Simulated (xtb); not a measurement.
Here is a job for xtb.
```
$ xtb mol.xyz --gfn 2 --opt vtight --json

# file mol.xyz
3

O     -0.10374821     1.09906893    -0.17343318
O     -0.02982918     0.01228886     0.47006680
O      0.03708212    -1.13102645    -0.22141973
```

Task: What does this run give for the total energy at the end of the optimisation, HOMO-LUMO gap, dipole moment?

Result: 
```yaml
total_energy_at_the_end_of_the_optimisation: -11.9280 Eh
HOMO-LUMO gap: 2.16 eV
dipole_moment: 1.12 D
```
